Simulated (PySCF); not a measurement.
AlO3, multiplicity 2. Atoms are numbered in the order given.

```xyz
4

Al     0.0000     0.0000     0.3928
O      0.0000     0.0000     1.9891
O      0.0000     0.6833    -1.3137
O      0.0000    -0.6833    -1.3137
```
Charge 0, spin multiplicity 2.

The structure is a stationary point at B3LYP-D3(BJ)/def2-TZVP.

The numbers are results of PySCF 2.14.0 with B3LYP-D3(BJ)/def2-TZVP, not measurements.

Frequencies are harmonic and unscaled.

| mode | ν (cm⁻¹) | IR (km/mol) | moving atoms (share of kinetic energy) |
|---|---|---|---|
| 1 | 188 | 82.4 | Al 61 %, O 39 % |
| 2 | 191 | 63.6 | O 53 %, Al 47 % |
| 3 | 464 | 2.5 | O 86 %, Al 14 % |
| 4 | 562 | 34.2 | O 84 %, Al 16 % |
| 5 | 1112 | 50.0 | O 81 %, Al 19 % |
| 6 | 1161 | 55.1 | O 71 %, Al 29 % |
